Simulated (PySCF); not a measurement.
C₄H₃ClF₂, SMILES CC(Cl)=C=C(F)F. Atoms are numbered in the order given.

```xyz
10

C      1.6996    -1.6367     0.0000
C      0.3776    -0.9299     0.0000
Cl    -1.0068    -2.0323     0.0000
C      0.1793     0.3640     0.0000
C     -0.0208     1.6538     0.0000
F     -0.1324     2.4069    -1.0811
F     -0.1324     2.4069     1.0811
H      1.7798    -2.2842    -0.8876
H      1.7798    -2.2842     0.8876
H      2.5260    -0.9134     0.0000
```

Geometry: B3LYP-D3(BJ)/def2-SVP. This is a generated structure with no PubChem entry under its InChIKey; it may be hypothetical.

Computed with PySCF with SMD-B3LYP/def2-SVP.

Solvation free energies are E(SMD) − E(gas) at the gas-phase geometry, for 1 M in both phases. In vacuum the dipole moment is 1.94 D.

```
solvent          ΔG(solv) (kcal/mol)  its non-electrostatic (CDS) part  dipole (D)
---------------  -------------------  --------------------------------  ----------
water                            2.2                               4.7        2.52
diethylether                       ?                                 ?           ?
dichloromethane                 -3.1                              -1.0        2.44
```

### Question
Some entries are withheld; supply them. (The exact figures need the calculation; the answer reports its results.)

### Answer

- diethylether, ΔG(solv) (kcal/mol): -2.7
- diethylether, its non-electrostatic (CDS) part: -0.9
- diethylether, dipole (D): 2.34
